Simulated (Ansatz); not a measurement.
Geometry optimisation, RKS LDA/6-31G* (Ansatz 0.2.0).

The input (input.yaml):

```yaml
crystal:
  periodic: [false, false, false]
  atoms:
    - { symbol: B, position_ang: [0.161247, -0.375403, -0.413733] }
    - { symbol: Cl, position_ang: [-0.538304, -0.092632, 2.552396] }
    - { symbol: H, position_ang: [1.013199, 0.427706, -0.123392] }
    - { symbol: H, position_ang: [-0.828087, -0.099812, -1.061476] }
    - { symbol: O, position_ang: [0.371588, -1.683144, -0.0212] }
    - { symbol: Si, position_ang: [-0.733941, -2.92773, -0.27475] }
    - { symbol: H, position_ang: [0.058034, -4.175641, -0.509625] }
    - { symbol: H, position_ang: [-1.574518, -3.078946, 0.957828] }
    - { symbol: H, position_ang: [-1.591694, -2.613633, -1.464033] }
    - { symbol: H, position_ang: [0.322875, -1.004266, 2.076384] }
basis:
  gaussian: { orbitals: "6-31G*" }
hamiltonian:
  xc: lda
relax:
  f_tol: 0.03
  max_steps: 50
output:
  orbitals: {}
```

Launched with:

```bash
$ ansatz run input.yaml --threads 1 --pin off --max-ram 2048MiB --backend cpu --events-out ev --progress --plain --runs-dir out
```

Where does it end, and by what steps?

The forces met the threshold. After 20 steps the energy has fallen by 0.219 eV; Cl2 moved furthest, 1.50 Å.

| step | energy less start (eV) | largest force component (eV/Å) | accepted |
| --- | --- | --- | --- |
| 0 | 0.0000 | 0.794 | yes |
| 1 | -0.0288 | 0.491 | yes |
| 2 | -0.0491 | 0.483 | yes |
| 3 | -0.0616 | 0.675 | yes |
| 4 | -0.0904 | 0.660 | yes |
| 5 | -0.1522 | 0.484 | yes |
| 6 | -0.1804 | 0.147 | yes |
| 7 | -0.1860 | 0.739 | yes |
| 8 | -0.2011 | 0.243 | yes |
| 9 | -0.2075 | 0.090 | yes |
| 10 | -0.2128 | 0.031 | yes |
| 11 | -0.2090 | 0.326 | no |
| 12 | -0.2111 | 0.135 | no |
| 13 | -0.2138 | 0.042 | yes |
| 14 | -0.2149 | 0.091 | yes |
| 15 | -0.2156 | 0.054 | yes |
| 16 | -0.2169 | 0.054 | yes |
| 17 | -0.2178 | 0.070 | yes |
| 18 | -0.2181 | 0.082 | yes |
| 19 | -0.2184 | 0.044 | yes |
| 20 | -0.2186 | 0.008 | yes |

```xyz
10
Properties=species:S:1:pos:R:3
B 0.053 -0.243 -0.663
Cl 0.404 -1.104 3.140
H 0.554 0.752 -0.198
H -0.233 -0.378 -1.833
O -0.198 -1.263 0.196
Si -0.890 -2.781 -0.127
H 0.129 -3.813 0.228
H -2.102 -2.903 0.737
H -1.238 -2.824 -1.584
H 0.182 -1.067 1.823
```

The run took 23 s on 1 thread of Intel(R) Xeon(R) 6975P-C (Granite Rapids) (shared host), peak memory 0.16 GiB.
